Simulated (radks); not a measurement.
Results of a calculation; reference values are marked as such.
Kinetic energies: the exact non-interacting value of the Kohn-Sham orbitals and orbital-free approximations, in hartree. Species: B+ [He] 2s2; Cu17+ [Ne] 3s2; Al2+ [Ne] 3s1; Sc3+ [Ar]. Code: a radial shooting solver on a logarithmic mesh with Libxc functionals. Model: non-relativistic Kohn-Sham, LDA (Slater exchange, Perdew-Wang correlation), spin-polarised, spherical densities, point nucleus. Every spin shell is full or empty, so the densities are truly spherical. Functionals are evaluated on that one density, not self-consistently.

| functional | B+ | Cu17+ | Al2+ | Sc3+ |
|---|---|---|---|---|
| exact | 23.8770 | 1487.21 | 239.798 | 755.930 |
| Thomas-Fermi | 21.396 | 1386.6 | 221.26 | 703.73 |
| von Weizsacker | 21.889 | 837.95 | 155.50 | 422.64 |
| TF + vW | 43.285 | 2224.5 | 376.76 | 1126.4 |
| TF + vW/9 | 23.828 | 1479.7 | 238.54 | 750.69 |
| LC94 | 23.828 | 1490.2 | 240.08 | 756.23 |
| APBEK | 23.833 | 1491.8 | 240.39 | 757.08 |
| Perdew 92 | 23.833 | 1479.9 | 238.57 | 750.78 |
| Thakkar | 23.881 | 1485.6 | 239.74 | 753.91 |
| Pearson | 22.824 | 1467.3 | 235.38 | 745.25 |
| LKT | 36.453 | 1904.0 | 319.57 | 963.35 |
| DePristo-Kress | 23.488 | 1488.8 | 239.83 | 755.82 |
| Ernzerhof | 24.310 | 1488.2 | 240.39 | 754.66 |
